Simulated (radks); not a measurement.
The numbers below are computed, except where a source is named.
Q: These are the eigenvalues of the occupied orbitals of an atom or ion with whole-number occupations (eV). Level of theory: Dirac Kohn-Sham, PBEsol, spin-unpolarised, spherical densities, finite nucleus; Fermi nuclear charge, rms radius of each element as measured or else 0.836 A^(1/3) + 0.57 fm (a radial shooting solver on a logarithmic mesh with Libxc functionals).

orbital  eigenvalue
1s1/2     -71512.39
2s1/2     -12396.61
2p1/2     -11865.89
2p3/2     -10427.11
3s1/2     -2874.596
3p1/2     -2636.922
3p3/2     -2324.510
3d3/2     -1923.926
3d5/2     -1856.083
4s1/2     -604.6015
4p1/2     -505.3554
4p3/2     -432.3801
4d3/2     -269.1265
4d5/2     -255.6421
5s1/2      -91.4943
5p1/2      -61.3779
5p3/2      -50.2829
4f5/2      -50.0965
4f7/2      -47.5833
5d3/2      -11.5643
6s1/2      -10.0339
7s1/2       -1.5114

Which element is it, and in what charge state? The configuration may be excited. Open shells, if any, fill j = l - 1/2 first.

A: Z = 75, rhenium, charge 0: Re in [Xe] 4f14 5d4 6s2 7s1. The list shows which subshells hold electrons but not how many an open one holds; the 1s level, -2628 hartree, gives Z - s = 72.5 by -(Z - s)^2/2, which with screening and relativity narrows Z to a few neighbours, and the depths of the outer levels then fix element, charge and occupations together.
